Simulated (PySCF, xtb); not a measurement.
Si(OH)3(SH) (H4O3SSi), SMILES O[Si](O)(O)S. Other conformers were not sampled.

Harmonic wavenumbers (cm⁻¹) from GFN2-xTB run with xtb at its own minimum, in rising order: 117, 156, 167, 215, 262, 269, 281, 309, 330, 508, 719, 803, 825, 835, 857, 952, 975, 2500, 3660, 3684, 3685.

### Question
What does B3LYP-D3(BJ)/def2-SVP in PySCF give at its own minimum? (An estimate is asked for; the answer gives what the named calculation found.)

### Answer
124, 184, 210, 247, 260, 310, 327, 331, 368, 521, 723, 799, 814, 818, 866, 963, 988, 2682, 3853, 3872, 3878. Paired by order, the mean absolute difference is 52 cm⁻¹ and the zero-point energies are 31.6 and 33.1 kcal/mol.
